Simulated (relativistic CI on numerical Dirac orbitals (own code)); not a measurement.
# Pb XLI: sensitivity of the levels to the model

Base calculation: Dirac-Coulomb-Breit CI, orbitals from a KLI potential per configuration, a model potential for QED, unscaled Slater integrals.

CI space (outside the closed core [Ar] 3d10): 4s²4p⁶4d⁶, 4s²4p⁶4d⁵4f, 4s²4p⁵4d⁷, 4s²4p⁴4d⁸, 4s4p⁶4d⁷, 4p⁶4d⁸, 4s4p⁶4d⁶4f, 4s4p⁵4d⁸, 4s²4p⁶4d⁵5s, 4s²4p⁶4d⁵5d, 4s²4p⁴4d⁷5s, 4s²4p⁶4d⁴5s², 4s4p⁶4d⁶5s, 4s²4p⁶4d⁵6s, 4p⁶4d⁷5s, 4p⁶4d⁷5p. Levels of other configurations are missing.

Variants: (1) valence Slater integrals scaled by 0.9; (2) only the first 3 configurations. Shifts of the energy above 4s²4p⁶4d⁶ ³F4, in cm⁻¹, for the lowest level and the first level of each name with at least 55 % of one term (blank where a level changes its place among those of its configuration and J or its character, or is not in the variant):

```tsv
Level	Base	Δ(1)	Δ(2)
4s²4p⁶4d⁶ ³F4	0	0	0
4s²4p⁶4d⁶ ⁵D3	217448	+2873	-2002
4s²4p⁶4d⁶ ³G5	259801	-2330	-4091
4s²4p⁶4d⁶ ³H6	263458	-2854	-6062
4s²4p⁶4d⁶ ³P1	333064	-8130	+4103
4s²4p⁶4d⁶ ³F3	344025	-9926	+3485
4s²4p⁶4d⁶ ⁵D2	457026	+3127	-660
4s²4p⁶4d⁶ ⁵D0	467530	+1848	+33
4s²4p⁶4d⁶ ³H5	504269	-2115	-4875
4s²4p⁶4d⁶ ¹I6	521547	-4203	-6786
4s²4p⁶4d⁶ ¹D2	667594	-18068	+7174
4s²4p⁶4d⁶ ¹S0	728183	-22804	+11590
4s²4p⁵4d⁷ ⁵G°6	1757423	+17626	+438
4s²4p⁵4d⁷ ³P°0	1789470	+14493	+3248
4s²4p⁵4d⁷ ⁵G°5	1996527	+17712	+432
```

At this charge energies of transitions that change n are usually good to better than 1 %, and those within a shell (Δn = 0) to a few per cent. Terms inside the open d or f shell come out 10 to 20 % too wide with unscaled integrals.

Ionisation energy from the two ground configurations alone: base 1944.59 eV. The NIST ASD value (theoretical) is 1945 eV.

LS names give the leading component of a level, which can be under half, so a name can repeat, a term be missing and a line seem to break the LS rules.
